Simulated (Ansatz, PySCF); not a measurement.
Dimer: dimethyl selenide (SMILES C[Se]C) (first 9 atoms) with H2O (SMILES O); geometry from B3LYP-D3(BJ)/def2-TZVP, rigid monomers moved along the line of their centres of mass till Se2···H12 is 3.50 Å.
(charge 0, multiplicity 1):
```xyz
12

C     -0.89416     1.69411    -0.20739
Se     0.59858     0.44934     0.06817
C     -0.43148    -1.20351    -0.17863
H     -1.66101     1.51309     0.54170
H     -0.49389     2.69885    -0.09093
H     -1.29245     1.57289    -1.21206
H     -1.21790    -1.25642     0.57020
H      0.26170    -2.03116    -0.04554
H     -0.84590    -1.23098    -1.18372
O     -1.60760     0.13503     3.81809
H     -1.30061     0.17969     4.72879
H     -0.81411     0.25639     3.26951
```

Monomers are frozen at their geometry in the pair; levels with a basis set take the counterpoise correction.

Cores are frozen in the correlated methods. Filled d and f shells under p-block atoms count as core.

Codes used: Ansatz (an electronic-structure program) with Gaussian orbitals; PySCF for the dispersion terms. 

PBE/def2-TZVPPD gives -2.19 kcal/mol for the interaction energy.

Q: How do the other levels lie against it? Give each less PBE: PBE-D3(BJ)/def2-TZVPPD, r2SCAN/def2-TZVPPD, PBE0/def2-TZVPPD, wB97M-V/def2-TZVPPD, MP2/aug-cc-pVDZ, CCSD(T)/aug-cc-pVDZ.

A: PBE-D3(BJ)/def2-TZVPPD -0.56; r2SCAN/def2-TZVPPD -0.06; PBE0/def2-TZVPPD 0.09; wB97M-V/def2-TZVPPD -0.19; MP2/aug-cc-pVDZ -0.18; CCSD(T)/aug-cc-pVDZ -0.16 kcal/mol. 1 of 6 lie above PBE; the widest gap is to PBE-D3(BJ)/def2-TZVPPD.
